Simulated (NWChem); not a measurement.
System: C3H3N2, doublet; SMILES C1=CN=C[N]1

Input file for NWChem:

```
start job
memory heap 200 mb stack 900 mb global 1100 mb
geometry units angstroms noautosym
  C     -0.684252    -0.087233    -0.940723
  C      0.684252    -0.087233    -0.940723
  N      1.054235     0.214649     0.376146
  C      0.000000    -0.300000     1.181543
  N     -1.054235     0.214649     0.376146
  H     -1.425245    -0.092107    -1.736401
  H      1.425245    -0.092107    -1.736401
  H      0.000000    -0.131083     2.268075
end
basis spherical
  * library def2-svp
end
dft
  odft
  mult 2
  xc pbe0
  grid fine
  iterations 150
end
driver
  maxiter 120
  tight
end
task dft optimize
task dft freq
```

Excerpt of the output:

```
             Northwest Computational Chemistry Package (NWChem) 7.3.0
             --------------------------------------------------------

                             Geometry "geometry" -> ""
                             -------------------------

 Output coordinates in angstroms (scale by  1.889725989 to convert to a.u.)

  No.       Tag          Charge          X              Y              Z
 ---- ---------------- ---------- -------------- -------------- --------------
    1 C                    6.0000    -0.68425200    -0.08274709    -0.93677726
    2 C                    6.0000     0.68425200    -0.08274709    -0.93677726
    3 N                    7.0000     1.05423500     0.21913491     0.38009174
    4 C                    6.0000     0.00000000    -0.29551409     1.18548874
    5 N                    7.0000    -1.05423500     0.21913491     0.38009174
    6 H                    1.0000    -1.42524500    -0.08762109    -1.73245526
    7 H                    1.0000     1.42524500    -0.08762109    -1.73245526
    8 H                    1.0000     0.00000000    -0.12659709     2.27202074

 Effective nuclear repulsion energy (a.u.)     151.3146725417

                                Z-matrix (autoz)
                                --------

 Units are Angstrom for bonds and degrees for angles

      Type          Name      I     J     K     L     M      Value
      ----------- --------  ----- ----- ----- ----- ----- ----------
    1 Stretch                  1     2                       1.36850
    2 Stretch                  1     5                       1.40077
    3 Stretch                  1     6                       1.08729
    4 Stretch                  2     3                       1.40077
    5 Stretch                  2     7                       1.08729
    6 Stretch                  3     4                       1.42300
    7 Stretch                  4     5                       1.42300
    8 Stretch                  4     8                       1.09958
    9 Bend                     1     2     3               105.31513
   10 Bend                     1     2     7               132.96136
   11 Bend                     1     5     4               104.97872
   12 Bend                     2     1     5               105.31513
   13 Bend                     2     1     6               132.96136
   14 Bend                     2     3     4               104.97872
   15 Bend                     3     2     7               120.59245
   16 Bend                     3     4     5                95.60808
   17 Bend                     3     4     8               120.24557
   18 Bend                     5     1     6               120.59245
   19 Bend                     5     4     8               120.24557
   20 Torsion                  1     2     3     4          29.72476
   21 Torsion                  1     5     4     3          45.39763
   22 Torsion                  1     5     4     8         175.42383
   23 Torsion                  2     1     5     4         -29.72476
   24 Torsion                  2     3     4     5         -45.39763
   25 Torsion                  2     3     4     8        -175.42383
   26 Torsion                  3     2     1     5           0.00000
   27 Torsion                  3     2     1     6         167.43944
   28 Torsion                  4     3     2     7        -160.92951
   29 Torsion                  4     5     1     6         160.92951
   30 Torsion                  5     1     2     7        -167.43944
   31 Torsion                  6     1     2     7           0.00000

                           NWChem Geometry Optimization
                           ----------------------------

 maximum gradient threshold         (gmax) =   0.000015
 rms gradient threshold             (grms) =   0.000010
 maximum cartesian step threshold   (xmax) =   0.000060
 rms cartesian step threshold       (xrms) =   0.000040
 fixed trust radius                (trust) =   0.300000
 source of zmatrix                         =   autoz

          -------------------
          Energy Minimization
          -------------------

 Using diagonal initial Hessian
 Scaling for Hessian diagonals: bonds = 1.00  angles = 0.25  torsions = 0.10

          --------
          Step   0

                                 NWChem DFT Module
                                 -----------------

 Summary of "ao basis" -> "ao basis" (spherical)
 ------------------------------------------------------------------------------
       Tag                 Description            Shells   Functions and Types
 ---------------- ------------------------------  ------  ---------------------
 C                          def2-svp                 6       14   3s2p1d
 N                          def2-svp                 6       14   3s2p1d
 H                          def2-svp                 3        5   2s1p

            General Information
            -------------------
          SCF calculation type: DFT
          Wavefunction type:  spin polarized.
          No. of atoms     :     8
          No. of electrons :    35
           Alpha electrons :    18
            Beta electrons :    17
          Charge           :     0
          Spin multiplicity:     2
          Use of symmetry is: off; symmetry adaption is: off
          Maximum number of iterations: 150
          AO basis - number of functions:    85
                     number of shells:    39
          Convergence on energy requested:  1.00D-06
          Convergence on density requested:  1.00D-05
          Convergence on gradient requested:  5.00D-04

              XC Information
              --------------
                         PBE0 Method XC Functional
                     Hartree-Fock (Exact) Exchange  0.250
          PerdewBurkeErnzerhof Exchange Functional  0.750
            Perdew 1991 LDA Correlation Functional  1.000 local
           PerdewBurkeErnz. Correlation Functional  1.000 non-local

[...]

      ----------------------
      Optimization converged
      ----------------------

  Step       Energy      Delta E   Gmax     Grms     Xrms     Xmax
  ---- ---------------- -------- -------- -------- -------- --------
@   27    -225.10248051 -6.0D-08  0.00001  0.00001  0.00002  0.00004
                                     ok       ok       ok       ok

                                Z-matrix (autoz)
                                --------

 Units are Angstrom for bonds and degrees for angles

[...]

 Rotational Constants
 --------------------
 A=   0.362162 cm-1  (  0.521059 K)
 B=   0.316962 cm-1  (  0.456028 K)
 C=   0.169082 cm-1  (  0.243265 K)

 Temperature                      =   298.15K
 frequency scaling parameter      =   1.0000

 Zero-Point correction to Energy  =   35.899 kcal/mol  (  0.057209 au)
 Thermal correction to Energy     =   38.465 kcal/mol  (  0.061297 au)
 Thermal correction to Enthalpy   =   39.057 kcal/mol  (  0.062241 au)

 Total Entropy                    =   66.619 cal/mol-K
   - Translational                =   38.508 cal/mol-K (mol. weight =  67.0296)
   - Rotational                   =   23.923 cal/mol-K (symmetry #  =        1)
   - Vibrational                  =    4.187 cal/mol-K

 Cv (constant volume heat capacity) =   13.353 cal/mol-K
   - Translational                  =    2.979 cal/mol-K
   - Rotational                     =    2.979 cal/mol-K
   - Vibrational                    =    7.395 cal/mol-K

[normal modes left out]

 ----------------------------------------------------------------------------
 Normal Eigenvalue ||           Projected Infra Red Intensities
  Mode   [cm**-1]  || [atomic units] [(debye/angs)**2] [(KM/mol)] [arbitrary]
 ------ ---------- || -------------- ----------------- ---------- -----------
    1       -0.000 ||    0.000015           0.000         0.014       0.005
    2       -0.000 ||    0.000000           0.000         0.000       0.000
    3       -0.000 ||    0.000011           0.000         0.010       0.004
    4       -0.000 ||    0.000028           0.001         0.027       0.010
    5       -0.000 ||    0.000027           0.001         0.026       0.010
    6       -0.000 ||    0.000045           0.001         0.044       0.016
    7      164.711 ||    0.085274           1.967        83.129      30.955
    8      639.078 ||    0.156701           3.615       152.760      56.883
    9      709.791 ||    0.295246           6.812       287.820     107.176
   10      770.966 ||    0.049413           1.140        48.171      17.937
   11      805.271 ||    0.016267           0.375        15.858       5.905
   12      861.065 ||    0.001926           0.044         1.878       0.699
   13      891.841 ||    0.008028           0.185         7.827       2.914
   14     1070.738 ||    0.014670           0.338        14.301       5.325
   15     1116.651 ||    0.005207           0.120         5.076       1.890
   16     1210.513 ||    0.002639           0.061         2.572       0.958
   17     1237.837 ||    0.004690           0.108         4.572       1.703
   18     1314.387 ||    0.000360           0.008         0.351       0.131
   19     1426.738 ||    0.002911           0.067         2.838       1.057
   20     1435.093 ||    0.002319           0.054         2.261       0.842
   21     1566.312 ||    0.004061           0.094         3.959       1.474
   22     3281.236 ||    0.007757           0.179         7.562       2.816
   23     3303.958 ||    0.000023           0.001         0.023       0.008
   24     3317.437 ||    0.003526           0.081         3.437       1.280
 ----------------------------------------------------------------------------
```

Level: PBE0/def2-SVP, spin-unrestricted.
